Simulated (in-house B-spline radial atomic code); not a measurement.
# TDHF excitations of As³⁺

Method: TDHF. Computed with an all-electron radial atomic-structure program (B-spline basis): linear response of the closed shell [Ar] 3d10 4s2 with bare exchange (time-dependent Hartree-Fock); scalar-relativistic (spin-free one-electron X2C), finite nucleus, no spin-orbit coupling, no double excitations, S, P, D and F terms only; shells from n = 2 respond. Only terms of natural parity with L up to 3 were computed.

Command:
```bash
python run_td.py task.json out
```
Settings (radii: box in bohr, nucleus in fm):
```
Z                        33
electrons                30
configuration            [Ar] 3d10 4s2
hamiltonian              x2c
method                   hf
box_radius               23.08
rms_radius               4.0968
intervals                72
```

Cost of the run: 1.8 s on 1 thread of Arm Neoverse N1, on a shared host.

The lowest states, in the order of their Tamm-Dancoff energies; the method's threshold (minus the highest occupied level) is 48.09 eV. Labels give the largest channel, * marks a mixed state, and oscillator strengths are full-response dipole values. Energies in eV:

```csv
state,full response,Tamm-Dancoff,oscillator strength
4s → 4p 3P,7.723,8.316,-
4s → 4p 1P,13.201,13.632,1.67
4s → 4d 3D,24.754,24.776,-
4s → 5s 3S,25.869,25.886,-
4s → 4d 1D,?,?,-
4s → 5s 1S,26.923,26.950,-
4s → 5p 3P,29.774,29.794,-
4s → 5p 1P,30.30,30.34,0.0199
4s → 4f 3F,34.20,34.20,-
4s → 4f 1F,34.44,34.44,-
4s → 5d 3D,35.11,35.11,-
4s → 6s 3S,?,?,-
4s → 5d 1D,35.48,35.49,-
4s → 6s 1S,35.81,35.82,-
4s → 6p 3P,37.19,37.20,-
4s → 6p 1P,37.38,37.39,0.0161
```

**Question.** Where does 4s → 4d 1D lie?

**Answer.** At 26.120 eV in full response, 26.149 eV in Tamm-Dancoff.

**Question.** Where does 4s → 6s 3S lie?

**Answer.** At 35.48 eV in full response, 35.49 eV in Tamm-Dancoff.

**Question.** How large is the singlet-triplet splitting of 4s → 4p (P terms) in Tamm-Dancoff?

**Answer.** 5.32 eV, from the unrounded values.

**Question.** What polarisabilities and dispersion coefficient does the method give?

**Answer.** Dipole 7.751 bohr³, quadrupole 15.51 bohr⁵, C6 25.25 hartree·bohr⁶ for two such species.
